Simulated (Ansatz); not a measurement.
Consider the substitution at a C–Si bond: `B[SiH](C)C` + `NC(O)O` → `COC(N)O` + `B[SiH2]C`.

Computed with Ansatz on PBE0-D4/def2-TZVP structures; ΔE is electronic, products minus reactants. CBS: MP2 limit from def2 TZ/QZ plus the TZ coupled-cluster correction, frozen cores. Functionals use def2-TZVPP. B3LYP here is the variant with VWN-RPA as its local correlation; programs differ in this. Each species was taken in one conformer, which may not be the lowest.

`B[SiH](C)C`:

Z-matrix (Å, degrees):
```
Si
C 1 1.879
C 1 1.879 2 110.5
B 1 2.009 2 113.7 3 129.2
H 1 1.503 2 108.3 3 -118.4
H 2 1.092 1 110.9 3 177.5
H 2 1.093 1 110.9 3 -62.7
H 2 1.093 1 111.1 3 57.1
H 3 1.093 1 110.9 2 62.7
H 3 1.093 1 111.1 2 -57.2
H 3 1.092 1 110.9 2 -177.5
H 4 1.198 1 121.7 2 -156.0
H 4 1.198 1 121.7 2 28.0
```

`NC(O)O`:

Z-matrix (Å, degrees):
```
C
O 1 1.398
O 1 1.390 2 112.8
N 1 1.431 2 105.1 3 -119.8
H 1 1.101 2 110.0 3 116.0
H 2 0.961 1 107.2 3 -57.5
H 3 0.966 1 105.7 2 -72.1
H 4 1.011 1 110.6 2 -44.7
H 4 1.011 1 110.7 2 -166.0
```

`COC(N)O`:

Cartesian coordinates in Å:
```
C -0.801 0.702 1.403
O -0.607 -0.368 0.506
C 0.241 -0.064 -0.553
N 0.316 -1.140 -1.481
O 1.512 0.192 -0.023
H -1.150 1.600 0.875
H 0.117 0.945 1.944
H -1.569 0.389 2.111
H -0.144 0.829 -1.077
H -0.566 -1.259 -1.962
H 0.524 -1.997 -0.979
H 2.126 0.172 -0.764
```

`B[SiH2]C`:

Cartesian coordinates in Å:
```
B -0.956 0.653 -1.451
Si -0.053 -0.638 -0.203
C 0.786 0.118 1.295
H -1.023 1.831 -1.254
H -1.472 0.240 -2.449
H 0.940 -1.427 -0.995
H -1.101 -1.610 0.243
H 0.066 0.670 1.903
H 1.242 -0.651 1.923
H 1.570 0.814 0.989
```

(1) Is it downhill or uphill in electronic energy at CCSD(T)/CBS, and by how much? (Estimate.)

(2) What do these levels give: PBE-D4, B2PLYP, PBE, B3LYP, SCS-MP2/def2-TZVPP, HF/CBS(def2)? (Best estimate.)

Largest T1 diagnostic among the species: 0.011.

Results:

(1) The calculation gave: Uphill: ΔE = +20.7 kcal/mol.

(2) Computed: PBE-D4 20.2, B2PLYP 19.5, PBE 20.0, B3LYP 18.7, SCS-MP2/def2-TZVPP 19.7, HF/CBS(def2) 17.0 kcal/mol.

In def2-TZVPP, CCSD(T) changes the Hartree–Fock value by +2.8 kcal/mol (the triples alone add +0.2 kcal/mol) and MP2 by +4.4 kcal/mol.
